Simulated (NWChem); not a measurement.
System: InF₂ cation; SMILES [In+]([F])[F]

Computed with NWChem. All runs use the structure optimised with PBE0/def2-SVP (def2 core potentials past Kr).

For level TPSS/STO-3G, non-relativistic:

```yaml
highest occupied level (eV): -11.07
orbital gap (eV): 4.25
```

**Question.** What are these values for level TPSS/3-21G, non-relativistic?

**Answer.** 
* **highest occupied level (eV)**: -14.73
* **orbital gap (eV)**: 4.04
